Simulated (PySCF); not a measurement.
AlO3, SMILES [O][Al]1[O][O]1, multiplicity 2.

Geometry optimised at B3LYP-D3(BJ)/def2-TZVP.

Level of theory: TDA-LC-ωPBE/def2-SVPD (PySCF).

Vertical excitations. 

Computed excitation energies, oscillator strengths and character:
```json
[
 {"state": "root 1", "energy (eV)": "1.22", "λ (nm)": "1016", "f": "0.000", "main pairs": "β HOMO−3→LUMO 88 %"},
 {"state": "root 2", "energy (eV)": "3.00", "λ (nm)": "413", "f": "0.000", "main pairs": "β HOMO−1→LUMO 99 %"},
 {"state": "root 3", "energy (eV)": "3.10", "λ (nm)": "400", "f": "0.000", "main pairs": "β HOMO→LUMO 89 %"},
 {"state": "root 4", "energy (eV)": "3.51", "λ (nm)": "354", "f": "0.000", "main pairs": "α HOMO−1→LUMO 46 %, β HOMO−1→LUMO+1 41 %"},
 {"state": "root 5", "energy (eV)": "3.52", "λ (nm)": "352", "f": "0.000", "main pairs": "α HOMO→LUMO 47 %, β HOMO→LUMO+1 40 %"},
 {"state": "root 6", "energy (eV)": "3.95", "λ (nm)": "314", "f": "0.000", "main pairs": "β HOMO−2→LUMO 97 %"},
 {"state": "root 7", "energy (eV)": "4.11", "λ (nm)": "302", "f": "0.029", "main pairs": "α HOMO→LUMO 41 %, β HOMO→LUMO+1 48 %"},
 {"state": "root 8", "energy (eV)": "4.23", "λ (nm)": "293", "f": "0.057", "main pairs": "α HOMO−1→LUMO 42 %, β HOMO−1→LUMO+1 48 %"},
 {"state": "root 9", "energy (eV)": "4.45", "λ (nm)": "279", "f": "0.000", "main pairs": "α HOMO−2→LUMO 39 %, β HOMO−2→LUMO+1 37 %"},
 {"state": "root 10", "energy (eV)": "5.51", "λ (nm)": "225", "f": "0.001", "main pairs": "α HOMO−1→LUMO+2 49 %, α HOMO−2→LUMO 10 %, β HOMO−1→LUMO+3 32 %"}
]
```
Unrestricted roots are not spin-pure.
